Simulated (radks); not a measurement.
Problem. Nb XXXVII, 5 electrons, occupied as [He] 2s2 2p1. Calculated with a radial shooting solver on a logarithmic mesh with Libxc functionals: scalar-relativistic Kohn-Sham, BLYP, spin-polarised, spherical densities, finite nucleus; open shells are filled with parallel spins first (spin-orbit coupling, left out, can overturn this in heavy ions); Fermi nuclear charge, rms radius 4.324 fm. Some entries of the table are withheld. Estimate them.

| orbital | occ. | eigenvalue (eV) | r(max) (bohr) |
|---|---|---|---|
| 1s up | 1 | -21725.16 | 0.02346 |
| 1s down | 1 | -21713.91 | 0.02345 |
| 2s up | 1 | -5049.470 | 0.1281 |
| 2s down | 1 | -5028.487 | 0.1282 |
| 2p up | 1 | (1) | 0.1009 |
| 2p down | 0 | (2) | 0.1011 |
| 3s up | 0 | (3) | 0.3334 |
| 3s down | 0 | (4) | 0.3343 |
| 3p up | 0 | -2105.447 | 0.3139 |
| 3p down | 0 | -2097.919 | 0.3148 |

Solution. 
(1) 2p up eigenvalue (eV): -4860.377
(2) 2p down eigenvalue (eV): -4835.098
(3) 3s up eigenvalue (eV): -2167.149
(4) 3s down eigenvalue (eV): -2160.423
